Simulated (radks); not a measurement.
Ba13+, 43 electrons, occupied as [Kr] 4d(3/2: 3, 5/2: 4) (the NIST ground configuration).

All-electron calculation, Dirac Kohn-Sham, BLYP, spin-unpolarised, spherical densities, finite nucleus; Fermi nuclear charge, rms radius 4.8378 fm. Program: a radial shooting solver on a logarithmic mesh with Libxc functionals.

Energy parts (eV):
total: -219983.22
kinetic: 234918.49
electron-nucleus: -524324.22
Hartree: 74602.48
exchange-correlation: -5179.96

Orbitals (lengths in bohr, moments of r in powers of bohr; r(max) is where P^2 peaks):
orbital  occ.  eigenvalue (eV)   r(max)      <r^4>  <1/r>  small-component weight
1s1/2       2        -37485.90  0.01642  2.074e-06  60.70                4.28e-02
2s1/2       2        -6135.361  0.09301  0.0003454  14.26                9.24e-03
2p1/2       2        -5795.188  0.07105  0.0002185  14.24                9.27e-03
2p3/2       4        -5413.115  0.07612  0.0002681  12.99                8.75e-03
3s1/2       2        -1487.553   0.2663    0.01425  5.131                2.80e-03
3p1/2       2        -1344.824   0.2528    0.01336  5.045                2.75e-03
3p3/2       4        -1270.619   0.2638    0.01559  4.736                2.60e-03
3d3/2       4        -1020.464   0.2127    0.01212  4.599                2.49e-03
3d5/2       6        -1004.595   0.2159    0.01272  4.520                2.44e-03
4s1/2       2        -473.8993   0.6174     0.3361  2.167                8.97e-04
4p1/2       2        -420.7627   0.6268     0.3838  2.075                8.41e-04
4p3/2       4        -403.9677   0.6492     0.4379  1.979                7.99e-04
4d3/2       3        -315.8551   0.6665     0.5887  1.800                6.84e-04
4d5/2       4        -312.7509   0.6734     0.6110  1.777                6.73e-04

The highest occupied level is 4d5/2 at -312.75 eV. The electron density at the nucleus is 3.227e+05 e/bohr^3.
